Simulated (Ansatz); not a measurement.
Mulliken charges of CH4Cl3HfN (`C[NH][Hf]([Cl])([Cl])[Cl]`) from ωB97M-V/def2-TZVPP in Ansatz (PBE0-D4/def2-TZVP geometry).

```csv
atom,x (Å),y (Å),z (Å),charge (e)
C1,0.279,-1.215,0.914,-0.203
N2,0.659,-0.295,-0.143,-0.334
Hf3,-0.445,1.216,-0.812,0.746
Cl4,-2.474,0.307,-1.560,-0.237
Cl5,0.792,2.250,-2.505,-0.219
Cl6,-0.877,2.617,1.018,-0.237
H7,0.229,-2.247,0.553,0.130
H8,-0.712,-0.960,1.298,0.104
H9,0.974,-1.171,1.759,0.130
H10,1.575,-0.502,-0.523,0.119
```

**Question.** By hand: the dipole of these point charges (1 e Å = 4.8032 D).

**Answer.** Σ q r = (0.282, -0.537, 0.307) e Å, of length 0.680 e Å = 3.27 D.

**Question.** How does the dipole of the full density compare? (An estimate is asked.)

**Answer.** Computed: (0.374, -0.452, 0.173) e Å, 2.94 D; the point charges give 1.11 times that, at 15° from its direction.

Point charges leave out the atoms' own dipoles, such as those of lone pairs, and Mulliken's split depends on the basis, so the close match here is no proof of good charges.
